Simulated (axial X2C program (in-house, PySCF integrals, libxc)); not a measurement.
# Potential curves of AsF⁻, 2c

All values were computed with an in-house all-electron X2C program for linear molecules (integrals from PySCF). Two-component (2c) means X2C with spin–orbit coupling and atomic mean-field two-electron Coulomb and Gaunt terms. Basis: As dyall-acv3z [10s10p7d5f1g], F dyall-av3z [7s6p3d2f] (cores contracted in-house); Gaussian nuclei, density fitting, unrestricted open shells. Masses: As 74.922 u, F 18.998 u.

State: Ω = 3/2 (⟨Sz⟩ = 0.50, ⟨Lz⟩ = 1.00 at PBE). Energies in eV from the fragments at the same level (As + F-). Fits are polynomials in 1 − R0/R over 0.85 to 1.23 times the lowest point R0.

| R (Å) | PBE | PBE0 |
| --- | --- | --- |
| 1.6025 | -1.1185 | -1.1720 |
| 1.6762 | -1.5697 | -1.5822 |
| 1.7315 | -1.7689 | -1.7523 |
| 1.7867 | -1.8807 | -1.8367 |
| 1.8420 | -1.9268 | -1.8571 |
| 1.9065 | -1.9190 | -1.8214 |
| 1.9709 | -1.8636 | -1.7404 |
| 2.0538 | -1.7456 | -1.5926 |
| 2.1551 | -1.5592 | -1.3746 |
| 2.3025 | -1.2565 | -1.0373 |

The state is a single determinant with fixed occupations, the lowest that a limited PBE0 search found. De is counted from the lowest determinant-based energies of the atoms at the same level, without counterpoise correction. Density functionals use the spin component along the axis (collinear). The functionals have no current-density term, which raises determinants with orbital currents, atoms included. The highest occupied level of some functionals is positive through self-interaction error; at Hartree–Fock it is bound.

**Question.** Fit the PBE curve near its minimum: give the equilibrium distance, the harmonic wavenumber and the well depth.

**Answer.** At PBE, 2c: Re = 1.865 Å, ωe ≈ 506 cm⁻¹, De = 1.93 eV to As + F-; Be follows as 0.32 cm⁻¹.

**Question.** Fit the PBE0 curve near its minimum: give the equilibrium distance, the harmonic wavenumber and the well depth.

**Answer.** At PBE0, 2c: Re = 1.835 Å, ωe ≈ 538 cm⁻¹, De = 1.86 eV to As + F-; Be follows as 0.33 cm⁻¹.
